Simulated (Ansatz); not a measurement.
`CCCC#N` + `CB[SiH2]S` → `CB[SiH2]SC` + `CCC#N`  (substitution at a C–C bond)

Calculated with Ansatz (gas phase, PBE0-D4/def2-TZVP geometries, no zero-point term in ΔE). CCSD(T)/CBS is the MP2 limit (def2-TZVPP, def2-QZVPP) plus CCSD(T) − MP2 in def2-TZVPP, frozen cores. One conformer a species, not always the lowest.

```csv
species,CCSD/def2-SVP energy (Eh)
`CCCC#N`,-210.59372
`CB[SiH2]S`,-753.35861
`CB[SiH2]SC`,-792.51199
`CCC#N`,-171.43091
```

Question: Work out ΔE.

Answer: ΔE = (-792.51199) + (-171.43091) − (-210.59372) − (-753.35861) = 0.00943 Eh = +24.8 kJ/mol. CCSD(T)/CBS gives +13.6 kJ/mol.

Largest T1 diagnostic among the species: 0.012.

At CCSD(T), def2-SVP lies +10.3 kJ/mol from the extrapolated value and def2-TZVPP +2.3 kJ/mol. From BLYP to BHLYP (50 % exact exchange), in def2-TZVPP and without D4, ΔE moves by +5.2 kJ/mol. Leaving LDA and LC-ωPBE aside and taking each functional with its dispersion term where it has one, the values, not all of them listed here, spread over 6.7 kJ/mol, from revPBE-D4 to PBE-QIDH. LDA lies +6.1 kJ/mol from PBE without D4.
